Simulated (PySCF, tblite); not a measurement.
C7H10NP.
Z-matrix (Å and degrees, GFN2-xTB geometry), rows numbered from 1:
```
C 
C   1  1.5304
C   2  1.5298  1  110.83
C   2  1.5098  1  110.41  3   123.59
C   4  1.3954  2  120.01  1   -66.83
N   5  1.3178  4  126.12  2  -178.99
C   6  1.3098  5  122.27  4    -0.49
P   7  1.7450  6  128.06  5    -0.98
C   4  1.3830  2  119.67  1   112.77
H   1  1.0877  2  110.04  3    59.16
H   1  1.0881  2  110.53  3   178.99
H   1  1.0872  2  110.78  3   -60.77
H   2  1.0963  1  108.14  3  -118.36
H   3  1.0876  2  109.94  1   -62.73
H   3  1.0879  2  110.51  1   177.42
H   3  1.0868  2  111.00  1    57.05
H   5  1.0829  4  119.90  2     0.79
H   7  1.0862  6  114.54  5   179.32
H   9  1.0854  4  118.16  2    -0.35
```

Level of theory: PBE0/pcSseg-1 in PySCF (dipole) on a GFN2-xTB geometry, gas phase.

Take the most abundant isotopes and a rigid rotor. The values belong to one conformer with, in the numbering `[CH3:1][CH:2]([CH3:3])[c:4]1[cH:5][n:6][cH:7][p:8][cH:9]1`, C1–C2–C4–C5 -67°.

Task: What are A, B and C (MHz)?

Result: Ia = 177.94, Ib = 560.22, Ic = 631.38 u·Å²; 505379 MHz·u·Å²/I gives A = 2840, B = 902.1, C = 800.4 MHz.

Task: Classify the top.

Result: A near-prolate asymmetric top: κ = (2 × 902.1 − 2840 − 800.4)/(2840 − 800.4) = -0.90.

Task: What does the inertial defect say?

Result: Not planar: Δ = Ic − Ia − Ib = -106.78 u·Å². For a rigid frame Δ = −2 Σ m c², so Σ m c² = 53.39 u·Å² lies off the ab plane: 15.76 from hydrogen and 37.63 from heavier atoms. The atom farthest from that plane is 2.16 Å away.

Task: Give the other two planar moments, Paa and Pbb, and the rms extents of the mass along the axes.

Result: Paa = Σ m a² = (Ib + Ic − Ia)/2 = 506.83 and Pbb = Σ m b² = (Ia + Ic − Ib)/2 = 124.55 u·Å². With the mass M = 139.06 u, the rms extents √(P/M) along a, b and c are 1.91, 0.95, 0.62 Å.

Task: List the rotational levels J(Ka,Kc) to J = 3 (K).

Result: Above 0(0,0), as E/k:
J = 1: 1(0,1) 0.082, 1(1,1) 0.175, 1(1,0) 0.180
J = 2: 2(0,2) 0.245, 2(1,2) 0.333, 2(1,1) 0.348, 2(2,1) 0.627, 2(2,0) 0.627
J = 3: 3(0,3) 0.489, 3(1,3) 0.571, 3(1,2) 0.600, 3(2,2) 0.872, 3(2,1) 0.873, 3(3,1) 1.349, 3(3,0) 1.349
The levels of one J sum to (2J + 1)J(J + 1)(A + B + C)/3.

Task: Which lines would a microwave search look for?

Result: The dipole components are |μa| = 2.25 D, |μb| = 1.13 D, |μc| = 0.08 D. The squared components, which scale the intensities, stand as 1.00 : 0.25 : 0.00 (a : b : c). Some lines, for components of 0.1 D or more:

```
type  branch         J(Ka,Kc)    MHz  lower level (cm⁻¹)
   a       Q  2(1,1) ← 2(1,2)    305               0.232
   a       Q  4(1,3) ← 4(1,4)   1016               0.617
   b       R  2(0,2) ← 1(1,1)   1463               0.121
   b       Q  1(1,0) ← 1(0,1)   2040               0.057
   b       Q  3(1,2) ← 3(0,3)   2311               0.340
   b       Q  5(1,4) ← 5(0,5)   2857               0.847
   a       R  3(1,3) ← 2(1,2)   4953               0.232
   a       R  3(0,3) ← 2(0,2)   5092               0.170
   b       Q  5(2,3) ← 5(1,4)   5355               0.943
   b       Q  2(2,1) ← 2(1,2)   6119               0.232
   a       R  4(2,3) ← 3(2,2)   6807               0.606
   a       R  4(1,3) ← 3(1,2)   7005               0.417
   a       R  5(0,5) ← 4(0,4)   8436               0.566
   a       R  5(2,4) ← 4(2,3)   8504               0.833
   a       R  5(3,3) ← 4(3,2)   8525               1.165
   b       R  2(2,0) ← 1(1,1)   9426               0.121
   b       Q  5(3,2) ← 5(2,3)   9847               1.121
   b       Q  3(3,0) ← 3(2,1)   9927               0.607
   b       R  3(3,0) ← 2(2,1)  15055               0.436
   b       R  5(2,3) ← 4(1,4)  15120               0.617
   b       R  4(3,1) ← 3(2,2)  16765               0.606
   b       R  5(3,3) ← 4(2,2)  18424               0.835
   b       R  4(4,0) ← 3(3,1)  20733               0.938
```

Its GFN2-xTB frequencies are all real (lowest 36 cm⁻¹). These are rigid-rotor constants of the computed structure; measured ground-state constants (B0) also hold zero-point vibration. A rigid rotor knows nothing of internal rotation, which can split or shift real lines. Quadrupole hyperfine structure (14N) is left out.
